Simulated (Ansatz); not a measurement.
Mulliken charges of H₄NO₃V (`[NH]=[V]([OH])([OH])[OH]`) from B3LYP/def2-TZVPP in Ansatz (PBE0-D4/def2-TZVP geometry).

| atom | x (Å) | y (Å) | z (Å) | charge (e) |
| --- | --- | --- | --- | --- |
| N1 | -0.220 | 1.226 | -1.092 | -0.573 |
| V2 | 0.020 | -0.006 | -0.094 | 1.166 |
| O3 | 1.726 | -0.496 | -0.274 | -0.435 |
| O4 | -1.109 | -1.298 | -0.581 | -0.435 |
| O5 | -0.290 | 0.449 | 1.586 | -0.465 |
| H6 | -0.337 | 1.915 | -1.821 | 0.171 |
| H7 | 2.052 | -1.124 | 0.380 | 0.179 |
| H8 | -1.185 | -2.039 | 0.030 | 0.179 |
| H9 | -0.568 | 1.328 | 1.851 | 0.213 |

Problem. By hand: the dipole of these point charges (1 e Å = 4.8032 D).

Solution. Σ q r = (-0.008, -0.094, 0.307) e Å, of length 0.321 e Å = 1.54 D.

Problem. How does the dipole of the full density compare? (Estimate.)

Solution. Computed: (-0.054, 0.070, 0.310) e Å, 1.55 D; the point charges give 0.99 times that, at 31° from its direction.

Point charges leave out the atoms' own dipoles, such as those of lone pairs, and Mulliken's split depends on the basis, so the two needn't agree.

B3LYP here is the variant with VWN-RPA as its local correlation; programs differ in this.
